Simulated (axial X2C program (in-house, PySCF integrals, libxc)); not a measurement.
## CaH⁺: bond constants with and without spin–orbit coupling

Calculated with an axial X2C code built on PySCF integrals. Spin-free means the one-electron spin-free X2C Hamiltonian; two-component (2c) means X2C with spin–orbit coupling and atomic mean-field two-electron Coulomb and Gaunt terms, so the difference of the two also holds small scalar two-electron terms. Basis: Ca dyall-cv3z [11s12p6d4f], H dyall-v3z [6s2p1d] (cores contracted in-house); Gaussian nuclei, density fitting, unrestricted open shells. Masses: Ca 39.963 u, H 1.008 u.

Input file and command:
```json
{"zs": [20, 1], "q": 1, "bas": ["dyall-cv3z", "dyall-v3z"], "levels": ["PBE0", "HF", "BHandHLYP"], "cc": true, "r0": 2.03, "thr": -2.0, "nmax": 90, "npts": 10, "nst": 2, "ntry": 6}
```
```bash
python so2c.py task.json out
```

Keys: zs atomic numbers; q charge; bas basis sets; levels methods; cc coupled cluster on or off; r0 starting distance in Å; thr threshold in hartree for freezing inner shells (an s shell follows its p shell); nmax most natural virtual spinors; npts points on the curve; nst determinants followed; ntry starts of the search. HF also brings MP2.

State, spin-free: M_S = 0, Λ = 0 (closed shell); electrons by block: σα: 6, σβ: 6, π+α: 2, π+β: 2, π-α: 2, π-β: 2. Fragments: Ca+ + H.

State, 2c: Ω = 0 (closed shell); electrons by block: 1/2: 8, -1/2: 8, 3/2: 2, -3/2: 2. Fragments: Ca+ + H.

```tsv
Hamiltonian	level	Re (Å)	ωe (cm⁻¹)	ωexe (cm⁻¹)	Be (cm⁻¹)	αe (cm⁻¹)	De (eV)	D0 (eV)	k (mdyn/Å)	μ (D)
2c	PBE0	1.877	1527.2	17.5	4.87	0.0894	2.28	2.19	1.35	-4.72
2c	HF	1.929	1524.8	15.1	4.61	0.0751	1.24	1.14	1.35	-5.87
2c	MP2	1.887	1549.2	17.1	4.814	0.0847	1.93	1.84	1.39	n/a
2c	CCSD	1.905	1501.9	19.7	4.724	0.0928	2.14	2.05	1.31	n/a
2c	CCSD(T)	1.904	1496.8	20.3	4.729	0.095	2.15	2.06	1.3	n/a
2c	BHandHLYP	1.886	1542.2	17	4.822	0.085	2.21	2.11	1.38	-5.04
```

Spin-free values that have a 2c row agree with it to the digits that matter (0.001 Å, 0.01 eV) and are not repeated.

Correlated methods: 10 electrons correlated (number of frozen shells: Ca 2 s, 1 p; H none), 184 virtual spin orbitals or spinors in MP2, 90 natural virtuals in coupled cluster.

Dipoles are positive if H is the positive end and refer to the centre of mass.

The state is one determinant whose occupation by symmetry is held fixed; it was picked as the lowest of a PBE0 search that is not exhaustive. The closed shell is kept restricted, so the energy runs too high when the bond is stretched far. Dissociation energies refer to the lowest single-determinant-based atoms at the same level and basis. Coupled cluster ran in a truncated set of natural virtual spinors; the MP2 energy of the rest was added. (T) has no such correction and the atoms are truncated less, which lowers De at CCSD(T) by a hundredth of an eV or more.

Rough cost a point (2c) on 1 thread(s) of a shared host, integrals apart: PBE0 0.15 s, HF 0.07 s, CCSD(T) 3 s, BHandHLYP 0.17 s.

The whole task took 67 s on 1 thread of Arm Neoverse V1, with other jobs on the host.
